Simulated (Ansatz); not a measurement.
B₈H₁₃⁻. Total charge -1; singlet. Geometry r2SCAN-D4/def2-SVPD, basis def2-TZVPD, Ansatz.

Cartesian coordinates in Å:
```
B -1.103 0.205 -0.991
B -0.551 1.892 1.359
B -0.572 -1.032 0.245
B 0.414 -0.795 -0.998
B -1.427 0.307 0.866
B 1.367 -1.162 0.417
B 1.898 -1.321 -1.466
B -1.256 1.734 -0.175
H -1.139 2.610 2.144
H 2.748 -0.563 -1.883
H 1.825 -0.134 0.869
H -1.972 2.527 -0.731
H 1.802 -2.409 -2.011
H -1.860 -0.007 -1.911
H -1.063 -2.115 -0.011
H -0.565 0.677 1.882
H 0.665 1.968 1.315
H 2.400 -1.721 -0.284
H 1.265 -2.092 1.198
H -0.330 1.236 -1.143
H -2.547 0.194 1.308
```

| run | HOMO (eV) | LUMO (eV) |
| --- | --- | --- |
| A | -4.72 | 3.71 |
| B | -1.78 | 1.10 |
| C | -1.64 | 0.90 |
| D | -2.59 | 1.71 |
| E | -3.80 | 2.81 |

Another isomer (singlet) lies 1.33 eV lower at PBE0-D4/def2-TZVPD; other spin states weren't run for this one.

**Question.** The runs used CAM-B3LYP, PBE, PBE0, r2SCAN, ωB97X-V. Estimate which is which.

**Answer.** A ωB97X-V (range-separated); B r2SCAN (0 % exact exchange); C PBE (0 % exact exchange); D PBE0 (25 % exact exchange); E CAM-B3LYP (range-separated). Exact exchange lowers occupied and raises empty levels; among semilocal functionals meta-GGAs tend to open the gap a little, and such runs are hard to tell apart. The gap grows from 2.54 eV (PBE) to 8.43 eV (ωB97X-V).
